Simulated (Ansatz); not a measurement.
`[NH2][Cd][Cl]` + CH₃OH → `C[O][Cd][NH2]` + HCl at 400 K and 1 bar (ligand exchange at a Cd–Cl bond).

Gas-phase electronic energies from Ansatz, PBE0-D4/def2-TZVP geometries. CCSD(T)/CBS adds triple-zeta CCSD(T) − MP2 to the extrapolated MP2 energy (def2 sets, frozen cores). This one scheme is used for every species. def2 core potentials past Kr. For Cd outer-core shells are correlated without core-valence functions, which leaves a few kJ/mol of doubt a bond. One conformer a species, not always the lowest.

| species | CCSD(T)/CBS energy (Eh) | H − E (kJ/mol) | S (J/(mol·K)) |
| --- | --- | --- | --- |
| `[NH2][Cd][Cl]` | -683.44247 | 90.4 | 325.4 |
| CH₃OH | -115.61712 | 151.2 | 252.6 |
| `C[O][Cd][NH2]` | -338.62994 | 203.4 | 379.3 |
| HCl | -460.38127 | 29.6 | 195.4 |

H − E and S are ideal-gas, rigid-rotor, harmonic terms from PBE0-D4/def2-TZVP, for one conformer and one mirror image of each species. 1 Eh = 2625.50 kJ/mol, R = 8.31446 J/(mol·K).

**Question.** By hand: ΔE, ΔH, ΔS and ΔG.

**Answer.** ΔE = (-338.62994) + (-460.38127) − (-683.44247) − (-115.61712) = 0.04838 Eh = 127.0 kJ/mol. Δ(H − E) = 203.4 + 29.6 − 90.4 − 151.2 = -8.6, so ΔH = 118.4 kJ/mol. ΔS = 379.3 + 195.4 − 325.4 − 252.6 = -3.3 J/(mol·K). ΔG = 118.4 − 400 × (-3.3)/1000 = 119.7 kJ/mol.

**Question.** By hand: the equilibrium constant, and the temperature at which ΔG would vanish if ΔH and ΔS stayed fixed.

**Answer.** log₁₀ K = −ΔG/(RT ln 10) = -15.6. ΔH and −TΔS have one sign here, so there is no such temperature.

The number of gas molecules stays the same, so ΔS is small and ΔH decides. A doubt of 5 kJ/mol in ΔE shifts log₁₀ K by 0.7 here. Other conformers and mirror images would add mixing entropy, several J/(mol·K) or more a flexible species. These are equilibria of isolated gas molecules and say nothing of rates. Largest T1 diagnostic: 0.016 (customary marks: 0.02 for closed shells, 0.045 for open ones).

ΔS is within the doubt of such terms, so its sign, and with it that verdict, could turn.
